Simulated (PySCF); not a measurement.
**Converging AlI in the basis (PBE0)**

PySCF, UKS reference; singlet, unpaired electrons none; De to Al + I without counterpoise correction.

| basis | relativity | functions | Re (Å) | ωe (cm⁻¹) | De (eV) | μ (D) |
| --- | --- | --- | --- | --- | --- | --- |
| def2-SVP | scalar-relativistic core potentials | 44 | 2.551 | 319 | 3.92 | -1.78 |
| x2c-SVPall | spin-free X2C | 54 | 2.543 | 323 | 3.96 | -1.50 |
| def2-SVPD | scalar-relativistic core potentials | 59 | 2.560 | 312 | 3.94 | -1.81 |
| cc-pV(T+d)Z/cc-pVTZ-PP | scalar-relativistic core potentials | 78 | 2.555 | 314 | 3.92 | -1.76 |
| def2-TZVPP | scalar-relativistic core potentials | 92 | 2.552 | 313 | 3.94 | -1.77 |

Question: How does each smaller set differ from the one with most functions, def2-TZVPP?

Answer: def2-SVP: -0.1 pm, +1.9 % in ωe, -0.02 eV in De; x2c-SVPall: -0.9 pm, +3.2 % in ωe, +0.02 eV in De; def2-SVPD: +0.8 pm, -0.3 % in ωe, +0.00 eV in De; cc-pV(T+d)Z/cc-pVTZ-PP: +0.3 pm, +0.3 % in ωe, -0.02 eV in De. All at PBE0; the set with most functions is neither the basis-set limit nor always the best. The rows treat relativity differently, so the differences are not basis effects alone.

A positive dipole means Al(−)I(+). Measured (Huber and Herzberg, Constants of Diatomic Molecules (1979)): Re = 2.537102 Å, ωe = 316.1 cm⁻¹. Spin–orbit coupling is left out, which matters for elements this heavy, above all for dissociation energies.
